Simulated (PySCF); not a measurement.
Input for PySCF: R-BP86/6-31G* on C2H6BCl (SMILES CB(C)Cl), a point of a torsion scan.

```python
from pyscf import gto, scf, dft, mp
from pyscf.data.elements import chemcore

mol = gto.M(
    atom='''
    C    -1.29206020   -0.41723438    0.03103977
    B    -0.23636793    0.67985591    0.45584257
    C    -0.24999798    2.13450697   -0.15942748
    Cl    0.95317888    0.26378248    1.61657506
    H    -1.87169004   -0.75319518    0.89019473
    H    -0.79971283   -1.30808085   -0.35699305
    H    -1.99207155   -0.06959904   -0.72372204
    H     0.50405080    2.79735430    0.25666740
    H    -0.09425489    2.09178863   -1.23699057
    H    -1.22249148    2.60465655   -0.02001321
    ''',
    basis='6-31g*',
    cart=True,
    charge=0, spin=0, verbose=3, max_memory=1800)
mf = dft.RKS(mol, xc='b88,p86')
mf.conv_tol = 1e-8
mf.max_cycle = 100
mf.kernel()
if not mf.converged:
    mf = mf.newton().run(mf.mo_coeff, mf.mo_occ)
```

Output:

```
converged SCF energy = -564.942405739302
```

The calculation finished and met its thresholds.

Cost: about 23 core-seconds (a rough figure).
